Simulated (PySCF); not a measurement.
Bonds (- single, = double, # triple, : aromatic): C1-C2, C2=C3, C3-C4, C3-C5, C5=C6, C6-C7, C7=O8, C7-O9. C1 carries H10, H11, H12; C2 carries H13; C4 carries H14, H15, H16; C5 carries H17; C6 carries H18; O9 carries H19. Stereochemistry as in C/C=C(C)/C=C\C(=O)O.

- GFN2-xTB structure
- PBE0/pcSseg-1 with gauge-including orbitals
- program: PySCF 2.14
- gas phase, fast rotation and ring inversion assumed for equivalent nuclei, single conformer, non-relativistic Hamiltonian

Scale: ¹³C (σref 186.93), ¹H (σref 31.72) against TMS; ¹⁷O (σref 336.08) vs H2O (reference shieldings calculated alike).

```
      atoms  nucleus  count  δ (ppm)
         O9      ¹⁷O      1    226.0
H14/H15/H16       ¹H      3     1.99
        H18       ¹H      1     5.78
         C1      ¹³C      1     16.8
         C3      ¹³C      1    145.0
        H17       ¹H      1     6.76
         O8      ¹⁷O      1    452.8
         C5      ¹³C      1        ?
        H19       ¹H      1        ?
         C4      ¹³C      1        ?
         C7      ¹³C      1        ?
         C2      ¹³C      1    142.5
H10/H11/H12       ¹H      3     1.91
        H13       ¹H      1        ?
         C6      ¹³C      1    121.7
```

Complete the table.

Answers


- C7: 173.9 ppm, carboxylic acid carbon; lone-pair donation from the attached heteroatom keeps it upfield of a ketone carbonyl
- C5: 152.0 ppm, β carbon of a C=C–C=O unit; conjugation with the carbonyl draws π density from the β position
- C4: 18.8 ppm, allylic methyl carbon; saturated and bonded to C and H only
- H19: 6.21 ppm, hydrogen on an acid hydroxyl oxygen; exchangeable, gas-phase position
- H13: 6.19 ppm, hydrogen on an alkene CH; attached to an sp2 carbon and in the plane of the double bond

Exchangeable OH/NH protons stand at their gas-phase positions; hydrogen bonding in a real sample shifts them, mostly to higher δ. Shifts are as computed. Against solution values, carbons near 30 ppm lie about +3 ppm off and those near 130 ppm about +5 ppm. Of 1211 compounds with measured shifts, 218 miss one by over three times the rms of a fit or turn the order of signals round; such compounds aren't used in these exercises. In solution the two oxygens of a carboxylic acid exchange roles by proton transfer and give one 17O line. Hydrogen bonding in solution shields acid and N–H amide carbonyl oxygens by tens of ppm. Hydrogen bonding in solution deshields acid and N–H amide carbonyl carbons by as much as 10 ppm beyond these values. Unscaled 17O shifts of doubly bonded oxygen tend to come out too high, by tens of ppm or more. Experimental scales use liquid or dissolved standards, which lie at an offset from isolated H2O (liquid H2O: subtract about 36 ppm).
